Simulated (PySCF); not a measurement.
**Rh (rhodium, neutral) across methods**

[Kr] 4d8 5s1, high-spin 4F determinant. Calculation: PySCF 2.14, in aug-cc-pVDZ-PP with ECP28MDF; scalar relativity through the core potential.

| method | E (hartree) | mean ε 4d α (eV) | mean ε 4d β (eV) | mean ε 5s α (eV) | Σ⟨r²⟩ (bohr²) | ⟨S²⟩ |
| --- | --- | --- | --- | --- | --- | --- |
| UHF | -109.38705 | -12.353 | -10.523 | -6.478 | 48.55 | 3.753 |
| wB97M-V | -110.0389 | -10.519 | -9.172 | -6.979 | 48.13 | 3.753 |
| M06-2X | -110.0322 | -9.917 | -8.336 | -5.774 | 48.10 | 3.756 |
| LDA | -109.9073 | -6.678 | -5.316 | -5.080 | 48.19 | 3.750 |
| BP86 | -110.2277 | -6.609 | -5.383 | -5.000 | 48.07 | 3.750 |
| r2SCAN0 | -110.1268 | -8.307 | -6.809 | -5.602 | 47.51 | 3.751 |
| r2SCAN | -110.1626 | -6.731 | -5.291 | -5.062 | 47.62 | 3.751 |
| PBE | -110.1411 | -6.490 | -5.190 | -4.824 | 48.22 | 3.750 |
| PBE0 | -110.1200 | -8.101 | -6.692 | -5.373 | 47.89 | 3.751 |

Energies and moments cover only the electrons outside the core potential.
